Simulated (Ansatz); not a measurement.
Ge(eta1-allyl)4 (C₁₂H₂₀Ge). Charge 0, multiplicity 1. Geometry r2SCAN-D4/def2-SVP; atoms count from 1.

```
atom    x (Å)    y (Å)    z (Å)
 Ge1   0.0090   0.2923  -0.0554
  C2   1.3537  -0.6795   1.0250
  C3   0.9053  -2.0378   1.4416
  C4   1.3965  -3.2003   0.9874
  H5   1.5462  -0.0392   1.9051
  H6   2.2847  -0.7293   0.4352
  H7   0.0827  -2.0719   2.1713
  H8   2.2200  -3.2284   0.2637
  H9   0.9926  -4.1596   1.3232
 C10  -0.2824  -0.5854  -1.8055
 C11  -1.0193  -1.8745  -1.6831
 C12  -2.3219  -2.0557  -1.9476
 H13   0.7152  -0.7222  -2.2572
 H14  -0.8359   0.1378  -2.4298
 H15  -0.4375  -2.7249  -1.3031
 H16  -2.9510  -1.2375  -2.3182
 H17  -2.8015  -3.0284  -1.8062
 C18   0.6678   2.1307  -0.3800
 C19   2.0319   2.1181  -0.9778
 C20   2.3227   2.3021  -2.2746
 H21   0.6488   2.6523   0.5928
 H22  -0.0610   2.6241  -1.0461
 H23   2.8582   1.9004  -0.2853
 H24   1.5396   2.5241  -3.0093
 H25   3.3508   2.2437  -2.6427
 C26  -1.7040   0.3906   0.9290
 C27  -1.5015   0.9062   2.3108
 C28  -1.7353   2.1604   2.7267
 H29  -2.1341  -0.6254   0.9239
 H30  -2.3759   1.0425   0.3446
 H31  -1.0871   0.1885   3.0347
 H32  -2.1474   2.9190   2.0507
 H33  -1.5299   2.4671   3.7560
```

Q: Estimate the Mulliken populations of the heavy atoms from the PBE0/def2-TZVP orbitals of Ansatz.

A: 
```tsv
atom	charge (e)
Ge1	0.18
C2	-0.28
C3	-0.13
C4	-0.31
C10	-0.24
C11	-0.12
C12	-0.31
C18	-0.24
C19	-0.14
C20	-0.30
C26	-0.26
C27	-0.12
C28	-0.31
```
Mulliken values and Mayer orders depend strongly on the basis.

Q: And the Mayer bond orders between bonded heavy atoms (over 0.3)?

A: Ge1–C2 0.92 (1.98 Å); Ge1–C10 0.92 (1.98 Å); Ge1–C18 0.92 (1.98 Å); Ge1–C26 0.93 (1.98 Å); C2–C3 1.00 (1.49 Å); C3–C4 1.96 (1.34 Å); C10–C11 1.01 (1.49 Å); C11–C12 1.94 (1.34 Å); C18–C19 1.01 (1.49 Å); C19–C20 1.95 (1.34 Å); C26–C27 1.00 (1.49 Å); C27–C28 1.95 (1.34 Å).
